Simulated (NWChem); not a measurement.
System: CH6OSiTe; SMILES [Te]([SiH3])OC

Here is an NWChem input.

```
start job
memory heap 200 mb stack 900 mb global 1100 mb
geometry units angstroms noautoz
  Te     0.652429     0.043024    -0.038472
  O     -0.725931     1.368573     0.609189
  C     -1.448995     2.051697    -0.379040
  H     -2.050201     1.379332    -1.020644
  H     -2.142577     2.726886     0.150086
  H     -0.809254     2.667791    -1.038323
  Si    -0.982504    -1.854600     0.039764
  H     -2.162471    -1.559971    -0.826271
  H     -1.444171    -2.108511     1.435028
  H     -0.252502    -3.049461    -0.483865
end
basis spherical
  * library def2-svp
end
ecp
  Te library def2-ecp
end
dft
  xc mn15
  iterations 150
  mulliken
end
task dft energy
```

NWChem printed, in part:

```
             Northwest Computational Chemistry Package (NWChem) 7.3.0
             --------------------------------------------------------

 C1  symmetry detected

                             Geometry "geometry" -> ""
                             -------------------------

 Output coordinates in angstroms (scale by  1.889725989 to convert to a.u.)

  No.       Tag          Charge          X              Y              Z
 ---- ---------------- ---------- -------------- -------------- --------------
    1 Te                  52.0000     0.69035818     0.04288755    -0.01691527
    2 O                    8.0000    -0.69072418     1.37125917     0.61905766
    3 C                    6.0000    -1.38886288     2.07150406    -0.37509321
    4 H                    1.0000    -1.98215955     1.41137644    -1.03646271
    5 H                    1.0000    -2.08780080     2.74571927     0.14819461
    6 H                    1.0000    -0.73155370     2.69039036    -1.01416975
    7 Si                  14.0000    -0.95988324    -1.84291996     0.00625697
    8 H                    1.0000    -2.12014571    -1.52906334    -0.87942357
    9 H                    1.0000    -1.45111951    -2.10969329     1.38896727
   10 H                    1.0000    -0.22850982    -3.03710013    -0.51701132

 Effective nuclear repulsion energy (a.u.)     458.8474221820

                                 NWChem DFT Module
                                 -----------------

 Summary of "ao basis" -> "ao basis" (spherical)
 ------------------------------------------------------------------------------
       Tag                 Description            Shells   Functions and Types
 ---------------- ------------------------------  ------  ---------------------
 Te                         def2-svp                10       26   4s4p2d
 O                          def2-svp                 6       14   3s2p1d
 C                          def2-svp                 6       14   3s2p1d
 H                          def2-svp                 3        5   2s1p
 Si                         def2-svp                 8       18   4s3p1d

            General Information
            -------------------
          SCF calculation type: DFT
          Wavefunction type:  closed shell.
          No. of atoms     :    10
          No. of electrons :    58
           Alpha electrons :    29
            Beta electrons :    29
          Charge           :     0
          Spin multiplicity:     1
          Use of symmetry is: off; symmetry adaption is: off
          Maximum number of iterations: 150
          AO basis - number of functions:   102
                     number of shells:    48
          Convergence on energy requested:  1.00D-06
          Convergence on density requested:  1.00D-05
          Convergence on gradient requested:  5.00D-04

              XC Information
              --------------
                         MN15 Method XC Functional
                     Hartree-Fock (Exact) Exchange  0.440
                          MN15 Exchange Functional  1.000
                        MN15 Correlation Potential  1.000

             Grid Information
             ----------------
          Grid used for XC integration:  medium
          Radial quadrature: Mura-Knowles
          Angular quadrature: Lebedev.
          Tag              B.-S. Rad. Rad. Pts. Rad. Cut. Ang. Pts.
          ---              ---------- --------- --------- ---------
          Te                  1.40      123          11.0       590
          O                   0.60       49          12.0       434
          C                   0.70       49          12.0       434
          H                   0.35       45          14.0       434
          Si                  1.10       88          12.0       590
          Grid pruning is: on
          Number of quadrature shells:   579
          Spatial weights used:  Erf1

      Superposition of Atomic Density Guess
      -------------------------------------

 Sum of atomic energies:        -715.27390119

      Non-variational initial energy
      ------------------------------

 Total energy =    -672.279059
 1-e energy   =   -1542.599087
 2-e energy   =     609.931694
 HOMO         =      -0.235523
 LUMO         =      -0.076673

     ---------------------------------------------
      Total Density - Mulliken Population Analysis
     ---------------------------------------------

    Atom       Charge   Shell Charges
 -----------   ------   -------------------------------------------------------
    1 Te  24    23.72   1.77  0.27  1.20  0.65  2.89  3.14  1.89  1.82  9.85  0.23
    2 O    8     8.79   1.99  1.10  0.73  2.94  2.01  0.01
    3 C    6     5.88   1.99  0.92  0.21  1.85  0.86  0.05
    4 H    1     0.94   0.69  0.22  0.02
    5 H    1     0.93   0.69  0.22  0.02
    6 H    1     0.94   0.69  0.22  0.02
    7 Si  14    13.63   2.00  1.99  1.01  0.29  5.94  1.09  1.21  0.11
    8 H    1     1.06   0.69  0.36  0.01
    9 H    1     1.06   0.69  0.36  0.01
   10 H    1     1.05   0.68  0.36  0.01

   convergence    iter        energy       DeltaE   RMS-Dens  Diis-err
 ---------------- ----- ----------------- --------- --------- ---------
 d= 0,ls=0.0,diis     1   -673.2435322103 -9.34D+02  1.10D-02  8.72D-01
 d= 0,ls=0.0,diis     2   -673.2607637600 -1.72D-02  6.70D-03  5.37D-01
 d= 0,ls=0.0,diis     3   -673.2964279377 -3.57D-02  2.51D-03  2.33D-01
 d= 0,ls=0.0,diis     4   -673.3186510789 -2.22D-02  5.40D-04  2.63D-03
 d= 0,ls=0.0,diis     5   -673.3190220249 -3.71D-04  1.73D-04  3.00D-04
  Resetting Diis
 d= 0,ls=0.0,diis     6   -673.3190664547 -4.44D-05  3.51D-05  9.43D-06
 d= 0,ls=0.0,diis     7   -673.3190677452 -1.29D-06  1.36D-05  4.54D-07
 d= 0,ls=0.0,diis     8   -673.3190678026 -5.74D-08  6.03D-06  3.05D-07

         Total DFT energy =     -673.319067802614
      One electron energy =    -1544.650509257180
           Coulomb energy =      667.863887866596
    Exchange-Corr. energy =      -56.920779828658
 Nuclear repulsion energy =      260.388333416628

 Numeric. integr. density =       57.999981292960

                       DFT Final Molecular Orbital Analysis
                       ------------------------------------

 Vector   27  Occ=2.000000D+00  E=-3.419054D-01
              MO Center= -7.3D-01,  1.3D+00,  2.1D-01, r^2= 3.2D+00
   Bfn.  Coefficient  Atom+Function         Bfn.  Coefficient  Atom+Function
  ----- ------------  ---------------      ----- ------------  ---------------
    32      0.357603   2 O  pz               35      0.280057   2 O  pz
    11      0.262796   1 Te px               31      0.257815   2 O  py
    60     -0.241804   5 H  s                46     -0.188796   3 C  pz
    34      0.185226   2 O  py               55      0.182416   4 H  s
    14      0.151771   1 Te px               12     -0.141201   1 Te py

 Vector   28  Occ=2.000000D+00  E=-2.966862D-01
              MO Center= -3.7D-01,  5.6D-01,  1.2D-01, r^2= 3.8D+00
   Bfn.  Coefficient  Atom+Function         Bfn.  Coefficient  Atom+Function
  ----- ------------  ---------------      ----- ------------  ---------------
    30      0.347896   2 O  px               31      0.308934   2 O  py
    33      0.268238   2 O  px               11     -0.250155   1 Te px
    34      0.242082   2 O  py               14     -0.184037   1 Te px
    12     -0.178179   1 Te py               78      0.169225   7 Si py
    65     -0.160044   6 H  s                80      0.150122   7 Si px

 Vector   29  Occ=2.000000D+00  E=-2.524421D-01
              MO Center=  4.9D-01, -3.5D-02, -2.5D-03, r^2= 2.9D+00
   Bfn.  Coefficient  Atom+Function         Bfn.  Coefficient  Atom+Function
  ----- ------------  ---------------      ----- ------------  ---------------
    13      0.561413   1 Te pz               16      0.501649   1 Te pz
    10     -0.224129   1 Te pz                7     -0.175645   1 Te pz
    32     -0.150552   2 O  pz               14      0.133790   1 Te px
    35     -0.118790   2 O  pz               11      0.114410   1 Te px
    94     -0.112405   9 H  s                89      0.105921   8 H  s

 Vector   30  Occ=0.000000D+00  E=-4.767916D-02
              MO Center=  3.6D-01,  5.1D-02,  2.9D-02, r^2= 3.8D+00
   Bfn.  Coefficient  Atom+Function         Bfn.  Coefficient  Atom+Function
  ----- ------------  ---------------      ----- ------------  ---------------
    15      0.623557   1 Te py               29     -0.398788   2 O  s
    12      0.336419   1 Te py               14     -0.282388   1 Te px
    81      0.221684   7 Si py               30     -0.196720   2 O  px
    16      0.191329   1 Te pz               33     -0.190724   2 O  px
    11     -0.184133   1 Te px               31      0.173497   2 O  py

 Vector   31  Occ=0.000000D+00  E= 8.841143D-03
              MO Center= -1.9D-01, -9.4D-01,  3.1D-03, r^2= 5.2D+00
   Bfn.  Coefficient  Atom+Function         Bfn.  Coefficient  Atom+Function
  ----- ------------  ---------------      ----- ------------  ---------------
    81      0.785883   7 Si py               14      0.771481   1 Te px
    73      0.647387   7 Si s                80      0.584015   7 Si px
     4     -0.563832   1 Te s                15      0.464764   1 Te py
     3     -0.394377   1 Te s                11      0.283054   1 Te px
    72      0.275248   7 Si s                78      0.193271   7 Si py

 Vector   32  Occ=0.000000D+00  E= 6.257733D-02
              MO Center= -8.1D-01, -1.6D+00, -1.6D-01, r^2= 4.6D+00
   Bfn.  Coefficient  Atom+Function         Bfn.  Coefficient  Atom+Function
  ----- ------------  ---------------      ----- ------------  ---------------
    82      1.320658   7 Si pz               89      1.059990   8 H  s
    94     -0.874657   9 H  s                80      0.381413   7 Si px
    43     -0.362765   3 C  s                81     -0.278999   7 Si py
    56      0.263558   4 H  s                16     -0.256531   1 Te pz
    79      0.215527   7 Si pz               88      0.190985   8 H  s

     ---------------------------------------------
      Total Density - Mulliken Population Analysis
     ---------------------------------------------

    Atom       Charge   Shell Charges
 -----------   ------   -------------------------------------------------------
    1 Te  24    23.80   1.76  0.27  1.39  0.48  2.89  3.11  2.14  1.64  9.79  0.34
    2 O    8     8.52   1.99  1.06  0.79  2.85  1.83  0.01
    3 C    6     5.82   1.98  0.87  0.13  2.07  0.70  0.06
    4 H    1     1.00   0.75  0.22  0.02
    5 H    1     0.97   0.75  0.20  0.02
    6 H    1     0.99   0.75  0.21  0.02
    7 Si  14    13.74   2.00  1.97  1.02  0.29  5.93  1.31  1.09  0.13
    8 H    1     1.06   0.75  0.29  0.01
    9 H    1     1.05   0.75  0.28  0.01
   10 H    1     1.06   0.75  0.30  0.01

     -------------------------------------------
      Total Density - Lowdin Population Analysis
     -------------------------------------------

    Atom       Charge   Shell Charges
 -----------   ------   -------------------------------------------------------
    1 Te  24    23.75   1.23  0.74  1.05  0.74  2.75  3.13  2.06  1.86  9.53  0.65
    2 O    8     8.34   1.97  0.93  0.66  2.73  2.04  0.02
    3 C    6     5.96   1.96  0.57  0.31  1.84  1.15  0.13
    4 H    1     1.00   0.66  0.28  0.06
    5 H    1     0.98   0.65  0.27  0.06
    6 H    1     1.00   0.66  0.28  0.06
    7 Si  14    13.70   2.00  1.93  0.68  0.39  5.82  1.31  1.35  0.22
    8 H    1     1.09   0.65  0.42  0.02
    9 H    1     1.09   0.65  0.41  0.02
   10 H    1     1.09   0.65  0.42  0.02

     Multipole analysis of the density
     ---------------------------------

     L   x y z        total         alpha         beta         nuclear
     -   - - -        -----         -----         ----         -------
     0   0 0 0     -0.000000    -29.000000    -29.000000     58.000000

     1   1 0 0      0.014189     18.271324     18.271324    -36.528458
     1   0 1 0     -0.226509      1.021385      1.021385     -2.269280
     1   0 0 1     -0.509889     -0.702458     -0.702458      0.895026

     2   2 0 0    -38.682085   -117.909541   -117.909541    197.136996
     2   1 1 0     -0.790104      4.718853      4.718853    -10.227811
     2   1 0 1      0.281619     -3.063563     -3.063563      6.408745
     2   0 2 0    -38.133909   -235.410358   -235.410358    432.686806
     2   0 1 1     -1.169111      2.717995      2.717995     -6.605102
     2   0 0 2    -42.497676    -37.340263    -37.340263     32.182850
```

Level: MN15/def2-SVP with def2 effective core potentials on Te. Structure relaxed at the PBE0/def2-SVP level. Not confirmed as a minimum by frequencies. def2 effective core potentials on Te; no spin-orbit coupling.
